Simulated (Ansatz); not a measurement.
One change: `O[BH][SbH2]` becomes `OBF`.

Ansatz, PBE0-D4/def2-TZVP geometries, multiplicity 1. Each molecule was computed in one conformer, which needn't be the lowest.

Elements past krypton have def2 core potentials.

```tsv
property	`O[BH][SbH2]`
HOMO energy (B3LYP/def2-TZVPP) / eV	-6.77
LUMO energy (PBE0/def2-TZVPP) / eV	-0.91
HOMO–LUMO gap (PBE/def2-TZVPP) / eV	4.06
HOMO energy (PBE/def2-TZVPP) / eV	-5.90
size of the dipole moment (PBE/def2-TZVPP) / D	1.06
ideal-gas entropy at 298 K and 1 bar (rigid rotor, harmonic PBE0-D4/def2-TZVP) / J/(mol·K)	310
```

Give the same properties after the change, and the shifts. (Best estimate.)

The calculation gave: 
| property | `OBF` | shift |
| --- | --- | --- |
| HOMO energy (B3LYP/def2-TZVPP) / eV | -10.22 | -3.45 |
| LUMO energy (PBE0/def2-TZVPP) / eV | 0.38 | 1.29 |
| HOMO–LUMO gap (PBE/def2-TZVPP) / eV | 8.06 | 4.00 |
| HOMO energy (PBE/def2-TZVPP) / eV | -8.70 | -2.80 |
| size of the dipole moment (PBE/def2-TZVPP) / D | 1.13 | 0.07 |
| ideal-gas entropy at 298 K and 1 bar (rigid rotor, harmonic PBE0-D4/def2-TZVP) / J/(mol·K) | 253 | -57 |

With PBE0 the HOMO falls by 3.48 eV and the LUMO rises by 1.29 eV, so the gap widens by about 4.77 eV. PBE moves the HOMO by -2.80 eV and ωB97M-V by -3.85 eV. The zero-point energy changes by -28.0 kJ/mol with -6 modes. Dipoles are sizes alone; their direction can turn.

B3LYP here is the variant with VWN-RPA as its local correlation; programs differ in this.

Spin–orbit coupling is left out; it splits and shifts lone-pair levels of the heavy atoms by tenths of an eV.
